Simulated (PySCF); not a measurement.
**How methods differ on the ionisation energy of Tc**

Tc [Kr] 4d5 5s2 (6S) → Tc⁺ [Kr] 4d5 5s1 (7S), as a difference of total energies. Computed with PySCF 2.14 in def2-TZVP with the def2 core potential (28 electrons) (6s4p3d1f, 40 functions), with scalar relativity through the core potential. Correlated levels: valence: 4s2 4p6 frozen. The calculations carry no spin-orbit coupling.

```tsv
method	ionisation energy (eV)
UHF	5.542
M06-2X	7.797
MN15	7.138
MP2 (valence)	6.482
SCS-MP2 (valence)	6.693
```

Problem. How much does correlation contribute at MP2 (valence)?

Solution. 6.482 − (5.542) = 0.940 eV, measured against UHF.

Errors of the correlated levels include the incompleteness of this basis and the frozen core.

MP2 underrates the near-degeneracy of ns² with np² in the lower species.

For comparison: 7.119 eV (measured; NIST Atomic Spectra Database, ionization energies).
